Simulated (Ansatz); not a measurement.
The same molecule with X = O, S, Se. Ansatz, PBE0-D4/def2-TZVP geometries, multiplicity 1.

Elements past krypton have def2 core potentials. Scalar relativity is left out up to krypton.

```
 X       molecule  mean X–C bond length / Å  mean X–Sn bond length / Å  zero-point energy (PBE0-D4/def2-TZVP) / kJ/mol  HOMO energy (PBE0/def2-TZVPP) / eV  size of the dipole moment (PBE/def2-TZVPP) / D
 S   `C[S][SnH3]`                     1.817                      2.394                                           155.0                               -6.72                                            1.39
Se  `C[Se][SnH3]`                     1.960                      2.522                                           152.5                               -6.46                                            1.30
```

(1) Give the row for X = O, `C[O][SnH3]`. (Best estimate.)

Answers

(1) The calculation gave: 
```json
{"X": "O", "molecule": "`C[O][SnH3]`", "mean X–C bond length / Å": "1.402", "mean X–Sn bond length / Å": "1.967", "zero-point energy (PBE0-D4/def2-TZVP) / kJ/mol": "161.3", "HOMO energy (PBE0/def2-TZVPP) / eV": "-7.50", "size of the dipole moment (PBE/def2-TZVPP) / D": "1.26"}
```

From O to Se the mean X–C bond length rises at each step, by 0.558 Å in all; the mean X–Sn bond length rises at each step, by 0.555 Å in all; the zero-point energy (PBE0-D4/def2-TZVP) falls at each step, by 8.8 kJ/mol in all; the HOMO energy (PBE0/def2-TZVPP) rises at each step, by 1.04 eV in all. Bonds lengthen as the atom grows down the group. Dipoles are sizes alone, and their direction can turn along the series.

Spin–orbit coupling is left out; it splits and shifts lone-pair levels of the heavy atoms by tenths of an eV.
